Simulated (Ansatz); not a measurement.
```yaml
crystal:
  periodic: [false, false, false]
  atoms:
    - {symbol: C, position_ang: [-2.148137, 1.489183, 0.728195]}
    - {symbol: O, position_ang: [-1.591769, 0.629848, 0.855462]}
    - {symbol: Sc, position_ang: [-0.331051, -0.994656, 0.820734]}
    - {symbol: Cl, position_ang: [-0.782568, -3.086562, 2.216969]}
    - {symbol: O, position_ang: [1.232182, -1.046699, -0.227879]}
    - {symbol: Si, position_ang: [2.647634, -0.895175, -1.263612]}
    - {symbol: H, position_ang: [-2.103614, 2.246808, 0.084177]}
    - {symbol: H, position_ang: [-3.400467, 1.234474, 0.427354]}
    - {symbol: H, position_ang: [-2.466280, 1.970423, 1.884265]}
    - {symbol: H, position_ang: [3.415475, -2.108320, -1.296484]}
    - {symbol: H, position_ang: [3.443103, 0.462789, -0.962087]}
    - {symbol: H, position_ang: [2.147336, -0.300318, -3.001729]}
basis:
  gaussian: {orbitals: aug-cc-pVDZ, final_grid: {core_spheres: 8, valence_spheres: 7, degree: 23}}
hamiltonian: {xc: {name: HF}}
correlation: {method: mp2, frozen_orbitals: {C: 9}}
```

```sh
$ ansatz run in.yaml --threads 2 --pin off --events-out ev --progress --plain --max-ram 32768MiB --backend cpu
```

Output, abridged:

```
Functional definition: HF
Error: "frozen_orbitals" has no count for O
```

Something in this input is off. What?

Frozen orbitals are typed for one element alone, and the program wants a count for each. The input was rejected before any iteration.
